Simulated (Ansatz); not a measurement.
## The HOMO–LUMO gap down a group: Si to Sn

One atom is swapped for its congeners: C8H12Si (tetravinylsilane) `C=C[Si](C=C)(C=C)C=C`; C8H12Ge `C=[CH][Ge]([CH]=C)([CH]=C)[CH]=C`; C8H12Sn `C=[CH][Sn]([CH]=C)([CH]=C)[CH]=C`. All are singlets with charge 0.

Shapes, held fixed at every level: PBE0-D4/def2-TZVP. Flexible molecules stand in one conformer, not always the lowest. Programs: Ansatz 0.2.0. Values in eV.

```csv
level,C8H12Si,C8H12Ge,C8H12Sn
SPW92/def2-TZVPP,4.74,4.89,4.81
r2SCAN-D4/def2-TZVPP,5.23,5.38,5.32
B3LYP-D4/def2-TZVPP,6.50,6.66,6.60
BHLYP-D4/def2-TZVPP,8.96,9.15,9.07
r2SCAN0-D4/def2-TZVPP,7.16,7.33,7.26
wB97X-V/def2-TZVPP,11.43,11.59,11.44
```

At wB97X-V/def2-TZVPP the HOMO–LUMO gap isn't monotonic: it is largest for Ge and smallest for Si (11.59 and 11.43 eV). 5 of 6 levels show this order throughout; 6 agree on the largest and the smallest. For atoms past krypton def2 sets carry core potentials with scalar relativity. Relativity is left out for Ge unless named. Orbital gaps aren't excitation energies, and the LUMO depends on the basis.
